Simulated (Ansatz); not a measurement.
## Setting up CH7BSe (SMILES C.B[SeH]) in Ansatz

The species is CH7BSe (10 atoms), meant as a singlet with charge 0. SMILES: `C.B[SeH]`. The shape comes from GFN2-xTB, which is rough for such elements, and wasn't checked as a minimum.

```tsv
atom	x (Å)	y (Å)	z (Å)
C	-0.8671	1.8113	-0.3827
H	-0.8151	1.3354	0.5885
H	-1.8660	2.1954	-0.5442
H	-0.6297	1.0871	-1.1524
H	-0.1555	2.6250	-0.4248
B	0.8831	-1.6270	0.9897
Se	1.2532	-1.4457	-0.8295
H	0.2908	-2.5475	1.3951
H	1.2678	-0.7842	1.7013
H	0.6385	-2.6499	-1.3410
```

Settings wanted:

```json
{"basis set": "aug-pcseg-1", "integral approximation": "automatic", "task": "energy", "method": "DFT", "functional": "r2SCAN50", "dispersion": "D3(BJ)-ATM", "reference": "RKS", "relativity": "none", "accuracy": "medium"}
```

Task: Write the Ansatz 0.2.0 input and the command.

Result: One that was run (others would do as well):

run.yaml:
```yaml
crystal:
  periodic: [false, false, false]
  atoms:
    - {symbol: C, position_ang: [-0.867100, 1.811330, -0.382720]}
    - {symbol: H, position_ang: [-0.815130, 1.335360, 0.588470]}
    - {symbol: H, position_ang: [-1.865980, 2.195400, -0.544200]}
    - {symbol: H, position_ang: [-0.629720, 1.087140, -1.152400]}
    - {symbol: H, position_ang: [-0.155480, 2.625010, -0.424760]}
    - {symbol: B, position_ang: [0.883070, -1.626990, 0.989660]}
    - {symbol: Se, position_ang: [1.253230, -1.445650, -0.829470]}
    - {symbol: H, position_ang: [0.290800, -2.547520, 1.395120]}
    - {symbol: H, position_ang: [1.267800, -0.784200, 1.701300]}
    - {symbol: H, position_ang: [0.638490, -2.649890, -1.340990]}
basis:
  gaussian: {orbitals: aug-pcseg-1.json}
total_charge: 0
hamiltonian: {xc: {name: r2SCAN50}, dispersion: d3bjatm}
```

```bash
$ ansatz run run.yaml --threads 1 --pin off --max-ram 2610MiB --events-out events.jsonl --progress --plain --runs-dir runs
```

(Basis files named in the input come from the Basis Set Exchange and aren't shown.)

Calculated total energy: -2468.33748 Eh.
